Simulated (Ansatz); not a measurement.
`C[NH][Al]([OH])[OH]`, relaxed with RKS PBE-D4/def2-SVP in Ansatz 0.2.0 from a rough embedded geometry. The force threshold is 0.03 eV/Å; the program also tests the step.

The species carries charge 0 and has multiplicity 1.

Start:

```xyz
11

C     0.728   -1.482   -0.431
N    -0.018   -0.921    0.635
Al   -0.573    0.886    0.253
O    -1.711    1.783    1.500
O    -0.117    1.701   -1.295
H     0.155   -1.458   -1.427
H     1.050   -2.489   -0.238
H     1.637   -0.823   -0.626
H    -0.901   -1.533    0.693
H    -0.994    2.217    2.051
H     0.743    2.119   -1.115
```

(1) How much energy does the relaxation release, and in how many steps? (An estimate is asked.)

(2) Which bonds change most? (Estimate.)

(3) Give the relaxed structure. (Best estimate.)

Results:

(1) Ansatz gave: 134.23 kJ/mol, in 15 steps, 2 of them rejected.

(2) Computed: Al3–O4 from 1.911 to 1.718 Å; N2–Al3 from 1.929 to 1.782 Å; Al3–O5 from 1.808 to 1.717 Å; N2–H9 from 1.076 to 1.023 Å.

(3) The calculation gave: 
```xyz
11

C     0.595   -1.603   -0.556
N    -0.189   -0.758    0.332
Al   -0.311    1.019    0.265
O    -1.248    1.971    1.346
O     0.583    1.798   -0.976
H    -0.028   -2.328   -1.131
H     1.373   -2.196   -0.019
H     1.127   -0.977   -1.300
H    -0.697   -1.297    1.037
H    -1.773    1.612    2.076
H     0.569    2.761   -1.074
```
